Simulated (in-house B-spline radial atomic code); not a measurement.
A run on an ion of nuclear charge 65 with 65.5 electrons that did not converge. Method: scalar-relativistic (X2C) PBEsol, spin-polarised, spherical fractional occupations, Fermi nucleus of rms radius 5.06 fm; computed with an all-electron radial atomic-structure program (B-spline basis).

Command:
```bash
python run_scf.py task.json out
```
Settings (nuclear radius in fm, mass in u):
```
Z                65
configuration    [Xe] 4f9.5 6s2
hamiltonian      x2c
method           pbesol
spin_polarised   True
nucleus          fermi
rms_radius       5.06
atomic_mass      158.92535
speed_of_light   137.035999084
```

First and last ten iterations of the last attempt (damped for 15 steps, keeping 80 % of the old Fock matrix, then DIIS):
```
 iter        energy (Eh)    residual
    1      -11659.557854    7.03e-01
    2      -11659.012739    1.33e+00
    3      -11681.604160    8.27e-01
    4      -11693.706280    4.98e-01
    5      -11699.663544    3.07e-01
    6      -11702.327549    1.97e-01
    7      -11703.414001    1.18e-01
    8      -11703.838223    7.64e-02
    9      -11704.015840    5.29e-02
   10      -11704.102870    3.96e-02
  111      -11661.329767    5.53e-01
  112      -11661.333727    5.53e-01
  113      -11661.333367    5.53e-01
  114      -11661.561795    5.52e-01
  115      -11661.346764    5.54e-01
  116      -11704.147030    2.91e-02
  117      -11702.175355    1.29e-01
  118      -11704.145529    2.94e-02
  119      -11704.151316    2.80e-02
  120      -11702.140430    1.31e-01
 not converged after 120 iterations
```

The smallest residual met was 1.5e-02; the threshold is about 6e-07. No energy from this run should be used. The likely cause: this method binds the added charge weakly or not at all at the basis-set limit, so charge moves back and forth between the atom and the box. Run time, properties included: 3 s on 1 thread of x86-64 server CPU, with other jobs on the host.
